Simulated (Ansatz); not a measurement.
Ge₂₁H₂₈, a nanocrystal cut from hexagonal germanium, relaxed as a singlet with RKS r2SCAN-D4/def2-SVP in Ansatz, starting from the GFN2-xTB geometry. Force threshold 0.03 eV/Å.

Single mean-field runs in def2-SVP are fitted with def2-universal-jkfit.

Start:

```xyz
49

Ge   -2.9887   -2.2741   -3.0792
Ge   -2.9444   -1.8215   -0.7116
Ge    0.9995   -3.9901    0.5878
Ge    1.0017   -3.6105    2.9655
Ge    0.9442   -2.3047   -3.1277
Ge   -1.0335   -1.3449   -4.1468
Ge    1.0394   -1.9110   -0.7077
Ge   -0.9643   -0.5596   -0.0189
Ge    1.0623   -1.2279    3.3913
Ge   -0.8818   -0.0716    2.4261
Ge   -0.9829    1.0423   -3.7305
Ge   -0.9729    1.5809   -1.3366
Ge   -2.9543    2.8434   -0.6454
Ge   -1.0095    2.3628    2.7435
Ge   -2.9957    3.2938    1.7201
Ge    3.0190   -0.5817   -0.0382
Ge    3.0231   -0.1562    2.3899
Ge    3.0154    1.5200   -1.2566
Ge    1.0577    2.8201   -0.6457
Ge    3.0179    2.2405    2.7764
Ge    1.0548    3.2620    1.7792
H    -3.0937   -3.7637   -3.3480
H    -4.2571   -1.7343   -3.7125
H    -3.0582   -3.1227    0.0675
H    -4.2160   -1.0978   -0.2954
H    -0.1943   -4.8482    0.1951
H     2.1618   -4.8926    0.2080
H    -0.1862   -4.2553    3.6565
H     2.1801   -4.2900    3.6411
H     1.0509   -3.7967   -3.4087
H     2.2191   -1.7759   -3.7733
H    -1.0270   -1.6139   -5.6571
H     1.0749   -0.9381    4.9008
H    -2.1630   -0.7083    2.9964
H    -2.1478    1.7516   -4.4080
H     0.2138    1.7063   -4.3992
H    -4.2276    2.1203   -1.0581
H    -3.0738    4.1429   -1.4250
H    -0.9904    2.6329    4.2565
H    -4.2505    2.7656    2.3909
H    -3.0762    4.7829    2.0035
H     4.2820   -1.3684   -0.4214
H     4.3010   -0.7599    2.9898
H     3.0500    1.2723   -2.7572
H     4.3012    2.2994   -1.0313
H     1.0949    4.1533   -1.4099
H     3.1381    2.5767    4.2530
H     4.2825    2.8693    2.2067
H     1.1043    4.7802    2.0041
```

```json
{"step": "1", "energy (eV)": "-1187202.8084", "largest force component (eV/Å)": "0.479", "SCF passes": "19"}
{"step": "2", "energy (eV)": "-1187203.1490", "largest force component (eV/Å)": "0.309", "SCF passes": "20"}
{"step": "3", "energy (eV)": "-1187203.2257", "largest force component (eV/Å)": "0.038", "SCF passes": "20"}
{"step": "4", "energy (eV)": "-1187203.2290", "largest force component (eV/Å)": "0.019", "SCF passes": "20"}
```

Force components are those of the run's own axes.

End:

```xyz
49

Ge   -2.9719   -2.2595   -3.0408
Ge   -2.9409   -1.8125   -0.6446
Ge    0.9831   -3.9563    0.5481
Ge    0.9764   -3.5416    2.9502
Ge    0.9857   -2.2877   -3.0919
Ge   -0.9993   -1.3143   -4.0977
Ge    1.0142   -1.8603   -0.6853
Ge   -0.9479   -0.5558   -0.0424
Ge    1.0255   -1.1489    3.3709
Ge   -0.9384   -0.1165    2.3706
Ge   -0.9571    1.0809   -3.6978
Ge   -0.9495    1.5400   -1.2968
Ge   -2.9285    2.8071   -0.6699
Ge   -0.9611    2.2870    2.7527
Ge   -2.9470    3.2422    1.7285
Ge    2.9975   -0.5890   -0.0629
Ge    2.9994   -0.1568    2.3487
Ge    2.9967    1.4961   -1.3132
Ge    1.0437    2.7933   -0.6700
Ge    3.0079    2.2371    2.7760
Ge    1.0430    3.2281    1.7411
H    -3.0120   -3.7800   -3.2876
H    -4.2379   -1.6458   -3.6694
H    -2.9654   -3.1380    0.1426
H    -4.1922   -1.0080   -0.2392
H    -0.2675   -4.7650    0.1480
H     2.2206   -4.7910    0.1621
H    -0.2874   -4.1537    3.5858
H     2.2042   -4.2126    3.5971
H     1.0099   -3.8114   -3.3327
H     2.2511   -1.6930   -3.7423
H    -1.0226   -1.6009   -5.6159
H     1.0400   -0.8637    4.8902
H    -2.2160   -0.7460    2.9769
H    -2.1952    1.7468   -4.3333
H     0.2936    1.7025   -4.3516
H    -4.1891    2.0157   -1.0730
H    -2.9467    4.1390   -1.4464
H    -0.9449    2.5672    4.2729
H    -4.2066    2.6223    2.3652
H    -2.9878    4.7623    1.9813
H     4.2566   -1.4111   -0.4237
H     4.2650   -0.8000    2.9602
H     2.9270    1.1848   -2.8232
H     4.2928    2.2911   -1.0519
H     1.0464    4.1448   -1.4214
H     2.9909    2.5000    4.2955
H     4.2885    2.8737    2.1973
H     1.0528    4.7578    1.9627
```

By distances, no bond broke or formed. The bond that changes most is Ge8–Ge12, from 2.51 to 2.44 Å (atoms count from 1).

No frequencies were taken in this run, so the end may be a saddle point.

It took 23 s on 11 threads of AMD EPYC 7R13 on a shared host and a whole NVIDIA H100 80GB HBM3, peak host memory 1.7 GiB.
